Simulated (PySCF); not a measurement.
Correlation energy of K⁺ (potassium, charge +1)

[Ar], closed-shell 1S. Calculation: PySCF 2.14, in x2c-TZVPall (6s4p3d, 33 functions); the spin-free X2C one-electron Hamiltonian (Gaussian nucleus). Frozen: [Ne] 3s2; 6 electrons correlated.

Total MP2 correlation energy: -126.28 mhartree.

Same-spin part -37.75 and opposite-spin part -88.52 mhartree; SCS-MP2 scales them by 1/3 and 6/5 to -118.81 mhartree.

```json
{"level": "CCSD", "correlation energy (mhartree)": "-136.20"}
{"level": "(T)", "correlation energy (mhartree)": "-0.79"}
{"level": "CCSD(T)", "correlation energy (mhartree)": "-136.99"}
```

Diagnostics: T1 = 0.0012, D1 = 0.0018, largest double amplitude 0.023.

Is a single reference adequate?

Yes: T1 lies below 0.03 and no double amplitude reaches 0.07.
